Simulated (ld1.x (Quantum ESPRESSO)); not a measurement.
Values are calculated unless marked as measured or tabulated.
## Potentials for chlorine (Cl) compared

Generated with ld1.x 7.5 (TM, RRKJ, ultrasoft, PAW), atompaw 4.2 or ONCVPSP 4.0.1. The cutoff is in Ry: for ld1.x and atompaw files where the sum of valence levels is converged to 10 mRy in a Bessel basis, for ONCV files where the hardest occupied wave has 1 mHa per electron of residual kinetic energy. The error is the largest all-electron minus pseudo excitation energy over each file’s own four to seven test configurations (ionisations up to +4, promotions, holes and added fractions of an electron), all of which were solved. The labels leave out finer settings (local radius, basis sizes, second energies), which also bear on the numbers. Spin-polarised tests are not counted. The rows are a selection from randomly drawn settings: files with unsolved tests, undetermined cutoffs or missed reference levels are left out.

```tsv
potential	cutoff (Ry)	largest error (meV)	bound ghosts
RRKJ, PBE, scalar-relativistic, rc 1.25/1.40 (sp), local s, core correction yes, reference 3s1 3p6	55	+207	none
RRKJ, BLYP, scalar-relativistic, rc 0.90/1.25 (sp), local s, core correction yes, reference 3s2 3p5	110	+126	none
PAW, PBE, scalar-relativistic, rc 0.80/0.65/0.70 (spd), local d, core correction yes, reference 2s2 2p6 3s2 3p4	300	-1.4	none
TM, PBE, scalar-relativistic, rc 1.40/1.45/1.55 (spd), local p, core correction no, reference 3s2 3p5	50	+67	none
TM, PBE, scalar-relativistic, rc 0.90/1.00/1.05 (spd), local s, core correction yes, reference 3s2 3p4	140	+220	none
TM, PBEsol, scalar-relativistic, rc 1.30/1.00/1.00 (spd), local p, core correction yes, reference 3s2 3p5	120	+204	none
```

(1) Fill in the row for Cl: RRKJ, revPBE, scalar-relativistic, rc 1.25/1.05 (sp), local s, core correction yes, reference 3s2 3p2.

(2) Fill in the row for Cl: ultrasoft, revPBE, scalar-relativistic, rc 1.15/1.55 (sp), local smoothed, core correction no, reference 3s2 3p4.

(3) Fill in the row for Cl: ultrasoft, PBE, scalar-relativistic, rc 1.40/1.65/1.50 (spd), local smoothed, core correction no, reference 3s1.5 3p5.5.

Answers

(1) cutoff 100 Ry, largest error +96 meV, bound ghosts: none.

(2) cutoff 30 Ry, largest error +109 meV, bound ghosts: none.

(3) cutoff 25 Ry, largest error +95 meV, bound ghosts: none.
